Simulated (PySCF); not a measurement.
C2H5Zn, SMILES C[CH2][Zn+], charge +1. The structure is a stationary point at B3LYP-D3(BJ)/def2-SVP. The multiplicity is an assumed one; other spin states were not compared. The isomer is the one that the SMILES or the coordinates give; other isomers of the formula were not compared.

Calculation: B3LYP-D3(BJ)/def2-SVP run with PySCF.

Harmonic wavenumbers (cm⁻¹): 213, 257, 374, 688, 904, 915, 1045, 1133, 1219, 1369, 1420, 1437, 1469, 2986, 3084, 3103, 3158, 3176. Rotational constants (GHz): 30.46, 3.632, 3.389; symmetry number 1.

Task: Work out the zero-point energy and the ideal-gas rigid-rotor harmonic-oscillator thermochemistry at 298.15 K and 1 atm.

Result: ZPE = ½ Σ hcν = ½ × 27950 cm⁻¹ = 39.96 kcal/mol. H − E(el) = 43.37 kcal/mol. Entropy in cal/(mol K): translation 39.55, rotation 24.26, vibration 5.59, total 69.40. G − E(el) = 22.68 kcal/mol. Cp = 16.04 cal/(mol K).
